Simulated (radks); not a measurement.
B+, 4 electrons, occupied as [He] 2s2 (the NIST ground configuration).

Method: non-relativistic Kohn-Sham, r2SCAN, spin-polarised, spherical densities, point nucleus; meta-GGA in the generalised Kohn-Sham scheme; computed with a radial shooting solver on a logarithmic mesh with Libxc functionals.

Energy parts (hartree):
part                     energy
total                 -24.31621
kinetic                24.24057
electron-nucleus      -54.59880
Hartree                 9.61069
exchange-correlation   -3.56867

Orbitals (lengths in bohr, moments of r in powers of bohr; <r^-3> diverges for s and p1/2):
| orbital | occ. | eigenvalue (hartree) | <r^-3> | <r> | <r^4> |
|---|---|---|---|---|---|
| 1s | 2 | -7.22982 | - | 0.3276 | 0.05650 |
| 2s | 2 | -0.72492 | - | 1.787 | 25.30 |

The highest occupied level is 2s at -19.726 eV. Virial ratio -V/T = 2.00312.
